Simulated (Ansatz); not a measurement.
Species: B$_{2}$F$_{4}$, charge 0, singlet. B2F4 (SMILES FB(F)B(F)F).
B3LYP-D3(BJ)/def2-TZVP minimum from Ansatz (an electronic-structure program):
```xyz
6

F     -1.5495    -0.8754     0.7120
B     -0.8563    -0.0458    -0.0490
F     -1.5426     0.7102    -0.8889
B      0.8563     0.0458     0.0490
F      1.6339    -0.7156    -0.7017
F      1.4582     0.8808     0.8786
```
Charge 0, spin multiplicity 1.

Total energies in hartree (Ansatz). UHF or UKS for unpaired electrons; spin-orbit terms are left out. Cores are frozen in correlated methods. No relativity. For partners of very few electrons the exact lower level stands in for a higher one.

| species | HF/cc-pVTZ | CCSD(T)/cc-pVTZ | HF/cc-pVQZ | CCSD(T)/cc-pVQZ | CCSD(T)/cc-pVDZ | CCSDT(Q)/cc-pVDZ |
|---|---|---|---|---|---|---|
| 1: B2F4 (difluoroboranyl(difluoro)borane, SMILES FB(F)B(F)F) | -447.54461 | -448.76326 | -447.58036 | -448.90276 | -448.30446 | -448.30730 |
| 2: F (doublet) | -99.40552 | -99.62036 | -99.41377 | -99.65026 | -99.52757 | -99.52776 |
| 3: B (doublet) | -24.53207 | -24.59810 | -24.53297 | -24.60084 | -24.58941 | -24.58977 |

Question: Work out the atomisation energy (electronic, to ground-state atoms) in kcal/mol: take Hartree-Fock from cc-pVQZ, extrapolate the CCSD(T) correlation energy as X^-3 (X = 3, 4), and add CCSDT(Q) - CCSD(T) in cc-pVDZ. 1 hartree = 627.51 kcal/mol.

Answer: 
Species 1: correlation (64·(-1.32240) - 27·(-1.21865))/37 = -1.39811; step -0.00284; E1 = -447.58036 + (-1.39811) + (-0.00284) = -448.98131
Species 2: correlation (64·(-0.23649) - 27·(-0.21484))/37 = -0.25229; step -0.00019; E2 = -99.41377 + (-0.25229) + (-0.00019) = -99.66625
Species 3: correlation (64·(-0.06787) - 27·(-0.06603))/37 = -0.06921; step -0.00036; E3 = -24.53297 + (-0.06921) + (-0.00036) = -24.60254
-1·E1 +4·E2 +2·E3 = 1.11123 hartree = 697.3 kcal/mol.
